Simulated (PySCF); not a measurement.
# Energy of Sb²⁺ (antimony, charge +2) between two integer charges

The 5p alpha orbital of [Kr] 4d10 5s2 5p1 is emptied in steps (occupation f), with all orbitals relaxed, ending at [Kr] 4d10 5s2. All numbers are calculated (PySCF 2.14, scalar relativity through the core potential, in def2-TZVP with the def2 core potential (28 electrons)). The exact energy is a straight line in f; departures are measured from the line between the end points of the same method.

```tsv
f	UHF (eV)	LDA (eV)	PBE (eV)	PBE0 (eV)	r2SCAN (eV)	LC-wPBE (eV)	BHandHLYP (eV)	wB97X (eV)	BLYP (eV)	TPSS (eV)
1	0.000	0.000	0.000	0.000	0.000	0.000	0.000	0.000	0.000	0.000
0.8	0.046	-0.697	-0.675	-0.493	-0.635	-0.070	-0.337	-0.135	-0.697	-0.653
0.6	0.068	-1.046	-1.010	-0.737	-0.942	-0.100	-0.505	-0.205	-1.045	-0.975
0.4	0.067	-1.045	-1.007	-0.733	-0.927	-0.095	-0.504	-0.209	-1.044	-0.968
0.2	0.045	-0.695	-0.668	-0.485	-0.602	-0.059	-0.336	-0.142	-0.695	-0.639
0	0.000	0.000	0.000	0.000	0.000	0.000	0.000	0.000	0.000	0.000
```

```
   method  E(f=0) − E(f=1) (eV)  −ε at f=1 (eV)  −ε at f=0.4 (eV)
      UHF                24.139          24.428            24.080
      LDA                24.931          20.578            25.810
      PBE                24.710          20.491            25.567
     PBE0                24.744          21.649            25.378
   r2SCAN                24.873          20.874            25.738
  LC-wPBE                24.880          24.428            24.988
BHandHLYP                24.716          22.610            25.140
    wB97X                24.609          23.778            24.764
     BLYP                24.663          20.315            25.540
     TPSS                24.672          20.581            25.519
```

Orbital energy along the path (eV):

```csv
f,UHF,LDA,PBE,PBE0,r2SCAN,LC-wPBE,BHandHLYP,wB97X,BLYP,TPSS
1,-24.428,-20.578,-20.491,-21.649,-20.874,-24.428,-22.610,-23.778,-20.315,-20.581
0.8,-24.309,-22.314,-22.185,-22.903,-22.520,-24.631,-23.455,-24.094,-22.049,-22.237
0.6,-24.193,-24.061,-23.881,-24.149,-24.149,-24.820,-24.299,-24.421,-23.794,-23.888
0.4,-24.080,-25.810,-25.567,-25.378,-25.738,-24.988,-25.140,-24.764,-25.540,-25.519
0.2,-23.970,-27.549,-27.232,-26.581,-27.233,-25.124,-25.976,-25.130,-27.278,-27.104
0,-23.863,-29.254,-28.866,-27.749,-28.440,-25.205,-26.813,-25.502,-28.991,-28.621
```

Reference removal energy between the ground levels: 25.323 eV (measured; NIST Atomic Spectra Database, ionization energies). The calculation has no spin-orbit coupling. UHF lacks correlation.
